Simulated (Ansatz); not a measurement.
Cost and result for the atomization energy of CH₇InSi, SMILES `C[SiH2][InH2]` (10 atoms, 9 bonds).

```xyz
10

C     1.282   -0.590   -0.837
Si    0.244    0.806   -0.110
In   -1.827   -0.088    1.143
H     2.150   -0.184   -1.361
H     0.702   -1.180   -1.550
H     1.642   -1.260   -0.054
H    -0.177    1.723   -1.210
H     1.094    1.614    0.813
H    -1.772   -0.489    2.828
H    -3.339   -0.350    0.338
```

Charge 0, multiplicity 1. Correlated methods include outer-core shells of In, which these sets cover unevenly. In takes the def2 core potential. The structure was optimised at the PBE0-D4/def2-TZVP level. Program: Ansatz. All runs use 2 threads of an Arm Neoverse N1 on a shared host. Times are those of one run each, without the atoms' runs, and a repeat can differ threefold. Electronic energies, without spin–orbit coupling; frozen cores. CCSD(T)/CBS adds CCSD(T) − MP2 in def2-TZVPP to the MP2 limit, and its time is that of the two runs behind it. T1 = 0.013. With those shells the extrapolation isn't a true limit. HSE06 is the plane-wave form, built on full-range PBE exchange.

CCSD(T)/CBS is a level of theory with its own doubt, some kJ/mol a heavy atom from the limit and from the frozen cores, so smaller differences don't rank the functionals.

```tsv
level	functions	wall time
LDA (SPW92)/def2-TZVPP	221	2.8 s
revPBE-D4/def2-TZVPP	221	4.9 s
PBE-D4/def2-TZVPP (with forces)	221	6 s
BHLYP-D4/def2-TZVPP	221	7.5 s
HSE06-D4/def2-TZVPP	221	8 s
CAM-B3LYP-D4/def2-TZVPP	221	8 s
CCSD(T)/def2-SVP	93	8.5 s
B2PLYP/def2-TZVPP	221	13 s
ωB97X-V/def2-TZVPP	221	21 s
B97M-V/def2-TZVPP	221	22 s
MP2/def2-QZVPP	419	41 s
CCSD(T)/def2-TZVPP	221	3.9 min
CCSD(T)/CBS(def2)	–	4.5 min
```

Problem. What atomization energy does each give, and how far from CCSD(T)/CBS? (An estimate is asked.)

Solution. The calculation gave: 
```
                          level  atomization (kJ/mol)  difference from CCSD(T)/CBS  per bond
         LDA (SPW92)/def2-TZVPP                3233.7                        316.4      35.2
           revPBE-D4/def2-TZVPP                2842.8                        -74.5      -8.3
PBE-D4/def2-TZVPP (with forces)                2890.4                        -26.9      -3.0
            BHLYP-D4/def2-TZVPP                2871.8                        -45.5      -5.0
            HSE06-D4/def2-TZVPP                2888.3                        -29.0      -3.2
        CAM-B3LYP-D4/def2-TZVPP                2918.9                          1.6       0.2
               CCSD(T)/def2-SVP                2749.5                       -167.8     -18.6
              B2PLYP/def2-TZVPP                2861.3                        -56.0      -6.2
             ωB97X-V/def2-TZVPP                2934.9                         17.6       2.0
              B97M-V/def2-TZVPP                2935.4                         18.1       2.0
                 MP2/def2-QZVPP                2855.3                        -62.0      -6.9
             CCSD(T)/def2-TZVPP                2855.7                        -61.6      -6.8
              CCSD(T)/CBS(def2)                2917.3                          0.0       0.0
```

At CCSD(T), def2-SVP lies −167.7 kJ/mol from the extrapolated value and def2-TZVPP −61.6 kJ/mol: correlation converges slowly with the basis, and small sets miss more of it in the bonded molecule than in its fragments. From BLYP to BHLYP (50 % exact exchange), in def2-TZVPP and without D4, the atomization energy moves by +26.3 kJ/mol. In def2-TZVPP, CCSD(T) changes the Hartree–Fock value by +650.1 kJ/mol (the triples alone add +25.6 kJ/mol) and MP2 by +613.1 kJ/mol; breaking electron pairs costs correlation energy, which Hartree–Fock lacks.

Spin–orbit coupling would lower the free In atoms strongly, and the atomization energy with them, by more than many differences here.
